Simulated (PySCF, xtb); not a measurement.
Si(CCH)(H)3 (C2H4Si), SMILES [SiH3]C#C.

GFN2-xTB (xtb 6.7.1) at its own geometry gives an orbital gap of 5.53 eV and a dipole moment of 0.12 D.

Coordinates come from a TPSSh-D3(BJ)/def2-TZVP optimisation.

Problem. What does PBE/def2-TZVPD run with PySCF give? (The exact figures need the calculation; the answer reports its results.)

Solution. gap 5.99 eV (levels -7.12 and -1.12 eV), dipole 0.36 D.
